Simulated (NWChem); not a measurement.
Molecule: isopropylamine (C3H9N); SMILES NC(C)C

```xyz
13

C      0.6905     0.1155     1.2576
C     -0.0244    -0.3557     0.0000
C      0.6905     0.1155    -1.2576
N     -1.3804     0.1743     0.0000
H      1.7256    -0.2566     1.2926
H      0.7092     1.2160     1.2928
H      0.1773    -0.2416     2.1653
H     -0.0003    -1.4691     0.0000
H      0.1773    -0.2416    -2.1653
H      0.7092     1.2160    -1.2928
H      1.7256    -0.2566    -1.2926
H     -1.8909    -0.1641    -0.8140
H     -1.8909    -0.1641     0.8140
```
Atoms are numbered in this order, from 1.

All runs: NWChem. Coordinates come from a PBE0/def2-SVP optimisation. Level: PBE0/def2-SVP with SMD (1 M gas to 1 M solution), gas-phase geometry.

For solvent toluene:

```
Quantity                                     Result
-------------------------------------------  ------
cavity-dispersion-structure term (kcal/mol)    -0.7
dipole in solution (D)                         1.51
```

How do the values read with solvent water instead?

The cavity-dispersion-structure term (kcal/mol) comes out as 1.9 and the dipole in solution (D) is 1.74.
